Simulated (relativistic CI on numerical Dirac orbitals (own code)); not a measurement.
P XII: computed level list

Calculated at this level of theory: Dirac-Coulomb-Breit CI, separate exchange-only KLI orbitals for each configuration, model QED (radiative potential, 1s self-energy scaled to tabulated hydrogen-like ionisation energies), unscaled Slater integrals (own radial code, finite nucleus).

Configuration list (outside the closed core 1s2): 2s², 2s2p, 2p², 2p3s, 2p3p, 2s3s, 2s3p, 2s3d, 2s4s, 2s4p, 2s4d, 2s4f, 2s5s, 2s5p, 2s5d, 2s5f, 2s5g, 3s², 3s3p, 3p². Levels of other configurations are missing.

```csv
No.,Configuration,Term,J,E (cm⁻¹),%,Next component (%),Landé g,jj configuration (%)
1,2s²,¹S,0,0,94,6 2p² ¹S,,closed (94)
2,2s2p,³P°,0,185639,100,,,2s 2p1/2 (100)
3,2s2p,³P°,1,188831,100,,1.499,2s 2p1/2 (69)
4,2s2p,³P°,2,195948,100,,1.500,2s 2p3/2 (100)
5,2s2p,¹P°,1,372633,100,,0.999,2s 2p3/2 (69)
6,2p²,³P,0,486088,100,,,2p1/2^2 (71)
7,2p²,³P,1,490043,100,,1.500,2p1/2 2p3/2 (100)
8,2p²,³P,2,496130,99,1 ¹D,1.495,2p3/2^2 (57)
9,2p²,¹D,2,548710,99,1 ³P,1.003,2p1/2 2p3/2 (57)
10,2p²,¹S,0,677988,94,6 2s² ¹S,,2p3/2^2 (67)
11,2s3s,³S,1,2593534,98,2 2p3p ³S,2.001,2s 3s (98)
12,2s3s,¹S,0,2628330,96,4 2p3p ¹S,,2s 3s (96)
13,2s3p,¹P°,1,2681110,78,14 ³P°,1.069,2s 3p1/2 (66)
14,2s3p,³P°,0,2683145,99,1 2p3s ³P°,,2s 3p1/2 (99)
15,2s3p,³P°,1,2684566,85,13 ¹P°,1.431,2s 3p3/2 (68)
16,2s3p,³P°,2,2686070,99,1 2p3s ³P°,1.500,2s 3p3/2 (99)
17,2s3d,³D,1,2729016,98,2 2p3p ³D,0.499,2s 3d3/2 (98)
18,2s3d,³D,2,2729370,98,2 2p3p ³D,1.166,2s 3d3/2 (60)
19,2s3d,³D,3,2729964,98,2 2p3p ³D,1.333,2s 3d5/2 (98)
20,2s3d,¹D,2,2765570,98,2 2p3p ¹D,1.000,2s 3d5/2 (60)
21,2p3s,³P°,0,2828977,99,1 2s3p ³P°,,2p1/2 3s (99)
22,2p3s,³P°,1,2832005,98,1 ¹P°,1.492,2p1/2 3s (77)
23,2p3s,³P°,2,2839957,99,1 2s3p ³P°,1.500,2p3/2 3s (99)
24,2p3s,¹P°,1,2871025,89,9 2s3p ¹P°,1.007,2p3/2 3s (71)
25,2p3p,¹P,1,2881065,77,21 ³D,0.904,2p1/2 3p1/2 (69)
26,2p3p,³D,1,2891054,77,20 ¹P,0.618,2p1/2 3p1/2 (28)
27,2p3p,³D,2,2893260,97,2 2s3d ³D,1.167,2p1/2 3p3/2 (58)
28,2p3p,³D,3,2900524,98,2 2s3d ³D,1.333,2p3/2 3p3/2 (98)
29,2p3p,³S,1,2913302,88,7 ³P,1.940,2p3/2 3p3/2 (48)
30,2p3p,³P,0,2919962,99,1 ¹S,,2p1/2 3p1/2 (74)
```

Energies count from the lowest computed level; ° marks odd parity. Filled j subshells are mostly left out of the jj labels.

The mean weight of the leading LS term, summed over parents, in these 30 levels is 95 %, and that of the leading jj configuration (from the same eigenvectors) 78 %, so LS coupling describes them better.

At this charge energies of transitions that change n are usually good to better than 1 %, and those within a shell (Δn = 0) to a few per cent.
